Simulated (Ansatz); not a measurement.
Computed with Ansatz on PBE0-D4/def2-TZVP structures; ΔE is electronic, products minus reactants. CCSD(T)/CBS adds triple-zeta CCSD(T) − MP2 to the extrapolated MP2 energy (def2 sets, frozen cores). DFT in def2-TZVPP. Each species was taken in one conformer, which may not be the lowest.

Consider the redistribution: `O=C[SiH2][SiH3]` + `CCB(C)F` → `O=C[SiH2]F` + `CCB(C)[SiH3]`.

```tsv
level	ΔE (eV)
PBE0-D4	0.65
CCSD(T)/def2-TZVPP	0.55
```

(1) What does CCSD(T)/CBS give? (An estimate is asked.)

Largest T1 diagnostic among the species: 0.016.

Results:

(1) Computed: +0.51 eV. The listed levels differ from it by 0.14, 0.04 eV.

The D4 term adds −0.05 eV with B3LYP and −0.03 eV with PBE0; it sums over pairs of atoms, weighted by their polarisabilities, and B3LYP, whose exchange is more repulsive, gets the larger term.

B3LYP here is the variant with VWN-RPA as its local correlation; programs differ in this.
